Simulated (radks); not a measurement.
Task: K2+, configuration [Ne] 3s2 3p5. Calculated with a radial shooting solver on a logarithmic mesh with Libxc functionals: Dirac Kohn-Sham, exchange-only LDA, spin-unpolarised, spherical densities, finite nucleus; open shells fill j = l - 1/2 first; Fermi nuclear charge, rms radius 3.4349 fm. Some entries of the table are withheld. Estimate them.

| orbital | occ. | eigenvalue (eV) | <1/r> (bohr^-1) |
|---|---|---|---|
| 1s1/2 | 2 | -3532.339 | (1) |
| 2s1/2 | 2 | (2) | (3) |
| 2p1/2 | 2 | (4) | 3.723 |
| 2p3/2 | 4 | (5) | 3.688 |
| 3s1/2 | 2 | -54.5452 | (6) |
| 3p1/2 | 2 | -37.8784 | 1.010 |
| 3p3/2 | 3 | -37.5778 | 1.003 |

Result: 
(1) 1s1/2 <1/r> (bohr^-1): 18.67
(2) 2s1/2 eigenvalue (eV): -373.4393
(3) 2s1/2 <1/r> (bohr^-1): 3.794
(4) 2p1/2 eigenvalue (eV): -303.1782
(5) 2p3/2 eigenvalue (eV): -300.2921
(6) 3s1/2 <1/r> (bohr^-1): 1.131
